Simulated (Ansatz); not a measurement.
A nudged elastic band was laid between two geometries of C$_{3}$H$_{7}$Li (11 atoms, charge 0, multiplicity 1).

The calculation used Ansatz 0.2.0, RKS CAM-B3LYP/6-31G*.

| Quantity | Value |
| --- | --- |
| movable images | 5 |
| climbing image | yes |
| spring | 5.0 eV/Å² |
| optimiser | quadratic models (default) |
| start path | through a guess of the saddle point |
| force threshold | 0.05 eV/Å |
| iteration limit | 33 |
| end points | relaxed |

Initial state:

```xyz
11
Properties=species:S:1:pos:R:3
Li -2.205 0.992 -0.362
C -0.259 0.524 -0.145
C 0.119 0.090 1.276
C 0.241 -0.522 -1.149
H 0.299 1.454 -0.352
H -0.116 0.858 2.025
H 1.196 -0.136 1.381
H -0.411 -0.824 1.581
H 0.096 -0.206 -2.190
H -0.279 -1.484 -1.034
H 1.318 -0.745 -1.032
```

Final state:

```xyz
11
Properties=species:S:1:pos:R:3
Li -1.959 1.361 -0.531
C -0.153 0.565 -0.139
C -0.014 0.014 1.285
C 0.283 -0.506 -1.147
H 0.568 1.396 -0.229
H -0.201 0.780 2.049
H 0.992 -0.398 1.487
H -0.720 -0.807 1.479
H -0.398 -1.369 -1.151
H 1.287 -0.913 -0.928
H 0.316 -0.123 -2.176
```

Problem. Which bonds break or form, and what moves?

Solution. No bond is made or broken. The dihedral C3–C2–C4–H11 goes from -53 to -173°. The two ends are copies of one structure, up to a mirror image or an exchange of like atoms.

Problem. What energy profile does the band end with?

Solution. The run converged. The highest image is number 3 of 0 to 6, 15.8 kJ/mol above the ends, which have the same energy within 2 meV. A vibrational analysis at the climbing image gives one clearly imaginary mode, 263i cm⁻¹: a first-order saddle point.

```
image  path coordinate (Å)  energy (kJ/mol)  dihedral C3–C2–C4–H11 (°)
    0                 0.00              0.0                        -53
    1                 0.56              3.8                        -71
    2                 1.11             11.7                        -91
    3                 1.67             15.8                       -112
    4                 2.23             11.7                       -133
    5                 2.79              3.9                       -154
    6                 3.35              0.0                       -173
```

Problem. What is the geometry of the highest image?

Solution. 
```xyz
11
Properties=species:S:1:pos:R:3
Li -1.999 1.301 -0.515
C -0.175 0.559 -0.132
C 0.009 0.030 1.298
C 0.270 -0.512 -1.166
H 0.516 1.410 -0.232
H -0.172 0.810 2.050
H 1.025 -0.362 1.487
H -0.680 -0.795 1.530
H -0.478 -0.759 -1.935
H 0.508 -1.465 -0.672
H 1.176 -0.217 -1.713
```

Problem. What are the harmonic wavenumbers there?

Solution. 263i, 146, 213, 279, 386, 589, 884, 917, 963, 1017, 1098, 1151, 1195, 1354, 1436, 1453, 1524, 1533, 1546, 1548, 2973, 2992, 3007, 3047, 3048, 3080, 3088 cm⁻¹.

The band took 5 iterations and roughly 4 core-minutes.

The run took 4 min on 1 thread of Intel(R) Xeon(R) Processor @ 2.50GHz (Skylake/Cascade Lake), on a shared host, peak memory 0.17 GiB.
